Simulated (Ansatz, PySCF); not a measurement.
Spin gap between two states, R1 and P1; the higher of the two is an excited state, each structure at its B3LYP-D3(BJ)/def2-TZVP stationary point, reached from a drawn start (curvature not checked).
R1, S2 (SMILES S=S) (charge 0, multiplicity 3, Z-matrix in Å and degrees):
```
S
S 1 1.9036
```
P1, S2 (SMILES S=S) (charge 0, multiplicity 1):
```xyz
2

S      0.00000     0.00000    -0.95276
S      0.00000     0.00000     0.95276
```

P less R. No zero-point or thermal terms; singlets are restricted closed shells; open shells are unrestricted; no spin–orbit coupling.

Frozen-core correlation throughout.

Programs: Ansatz (Gaussian orbitals); PySCF for the D3/D4 terms. All values are computed, each at the level named.

```
level                   spin gap (kcal/mol)
----------------------  -------------------
HF/cc-pV(D+d)Z                        33.59
HF/cc-pV(Q+d)Z                        34.43
PBE-D4/def2-TZVPP                     22.74
BLYP-D3(BJ)/def2-TZVPP                21.36
BLYP-D4/def2-TZVPP                    21.36
r2SCAN/def2-TZVPP                     27.77
PBE0-D3(BJ)/def2-TZVPP                    …
SCS-MP2/cc-pV(D+d)Z                       …
CCSD/cc-pV(D+d)Z                          …
```

**Question.** What belongs in the gaps?

**Answer.** 
- PBE0-D3(BJ)/def2-TZVPP, spin gap (kcal/mol): 24.83
- SCS-MP2/cc-pV(D+d)Z, spin gap (kcal/mol): 17.33
- CCSD/cc-pV(D+d)Z, spin gap (kcal/mol): 19.96

Ansatz is a program for electronic structure.
